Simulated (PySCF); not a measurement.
## Functional dependence of a UV spectrum

C₃H₈FNSi.
SMILES: `F[Si@H]1CCCN1`

Linear-response calculations in the def2-SVPD basis (PySCF; singlets by full response, triplets Tamm–Dancoff, core orbitals frozen in the response; HF means time-dependent Hartree–Fock). 'Strongest' is the level of largest summed f among the singlets computed (10 roots, of which the last may lack a degenerate partner); it can jump between rows when another state enters that window. S1 is the lowest singlet of each run and needn't be the same state throughout; f(S1) is that of one state. Isolated species at its PBE0-D3(BJ)/def2-SVP geometry (one conformer only).

| functional | kind | S1 (eV) | f(S1) | strongest (eV) | T1 (eV) | HOMO (eV) | gap (eV) | ionisation energy, ΔSCF (eV) |
| --- | --- | --- | --- | --- | --- | --- | --- | --- |
| LDA | LDA | 5.66 | 0.002 | 6.39 | 5.53 | -5.83 | 5.62 | 9.16 |
| PBE | GGA | 5.61 | 0.001 | 6.35 | 5.46 | -5.70 | 5.58 | 9.00 |
| B3LYP | global hybrid, 20% exact exchange | 6.11 | 0.002 | 8.15 | 5.91 | -6.84 | 7.14 | 9.20 |
| PBE0 | global hybrid, 25% exact exchange | 6.35 | 0.002 | 8.35 | 6.11 | -7.06 | 7.66 | 9.14 |
| BHandHLYP | global hybrid, 50% exact exchange | 6.75 | 0.003 | 8.89 | 6.46 | -8.37 | 9.46 | 9.10 |
| wB97X-D | range-separated hybrid | 6.71 | 0.004 | 8.73 | 6.53 | -8.96 | 11.22 | 9.24 |
| LC-wPBE | range-separated hybrid | 7.05 | 0.004 | 9.09 | 6.73 | -9.84 | 12.18 | 9.35 |
| HF | Hartree–Fock | 7.53 | 0.004 | 9.79 | 7.10 | -10.44 | 13.06 | not settled |

Q: What does CAM-B3LYP (range-separated hybrid) give?

A: S1 (eV) 6.45, f(S1) 0.003, strongest (eV) 8.59, T1 (eV) 6.19, HOMO (eV) -8.47, gap (eV) 9.72, ionisation energy, ΔSCF (eV) 9.28. S1 runs from 5.61 eV (PBE) to 7.53 eV (HF), a spread of 1.92 eV, while the orbital gap spreads over 7.5 eV. Along PBE (0%), B3LYP (20%), PBE0 (25%), BHandHLYP (50%), HF (100%) S1 rises with the share of exact exchange. −ε(HOMO) comes closest to its own ΔSCF ionisation energy with wB97X-D (-0.28 eV) and misses most with LDA (-3.33 eV). 'Not settled' means that the ion's SCF failed to converge or may have ended in another state than the lowest.

Without π bonds the low states are Rydberg-like; a valence basis with one diffuse set may place them up to an eV too high.
